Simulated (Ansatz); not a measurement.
Gallium trichloride (monomer) (`[Cl][Ga]([Cl])[Cl]`). Total charge 0; spin multiplicity 1.

```xyz
4

Cl    1.353    1.588   -0.329
Ga    0.000    0.000    0.000
Cl    0.100   -1.737   -1.197
Cl   -1.453    0.149    1.525
```

(1) What are the harmonic wavenumbers in cm⁻¹ at PBE0-D4/def2-TZVP (Ansatz, finite differences of forces, unscaled)? (Best estimate.)

(2) Is this a minimum?

(3) Give the ideal-gas thermochemistry at 298.15 K and 1 bar (rigid rotor, harmonic oscillator; point group D3h, symmetry number 6).

Answers

(1) Computed: 123, 124, 139, 381, 471, 471.

(2) Yes, all 6 modes are real.

(3) Zero-point energy 10.2 kJ/mol; H(298) − E = 27.7 kJ/mol; entropy 325.8 J/(mol·K), of which translation 173.3, rotation 104.7, vibration 47.7; G(298) − E = -69.5 kJ/mol.
